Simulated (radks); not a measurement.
Pd, 46 electrons, occupied as [Kr] 4d10 (the NIST ground configuration).

All-electron calculation, non-relativistic Kohn-Sham, PBE, spin-polarised, spherical densities, point nucleus; relativity is left out, which matters for an element this heavy. Program: a radial shooting solver on a logarithmic mesh with Libxc functionals.

Energy parts (Ry):
part                        energy
total                  -9879.58689
kinetic                 9875.28655
electron-nucleus      -23537.62006
Hartree                 4064.47728
exchange-correlation    -281.73066

Orbitals (lengths in bohr, moments of r in powers of bohr; <r^-3> diverges for s and p1/2):
orbital  occ.  eigenvalue (Ry)  <r^-3>      <r>   <1/r>     <r^2>
1s          2        -1722.373       -  0.03310   45.48  0.001466
2s          2        -246.4379       -   0.1438   10.33   0.02430
2p          6        -228.8858    3098   0.1229   10.33   0.01839
3s          2        -44.19145       -   0.3918   3.658    0.1754
3p          6        -37.17791   538.4   0.3842   3.573    0.1712
3d         10        -24.23410   83.21   0.3573   3.416    0.1522
4s          2         -5.77482       -   0.9777   1.398     1.084
4p          6         -3.61907   85.48    1.058   1.277     1.287
4d         10         -0.30212   6.781    1.573  0.8892     3.183

The highest occupied level is 4d at -4.111 eV. The density falls to 0.001 e/bohr^3 at r = 4.05 bohr.
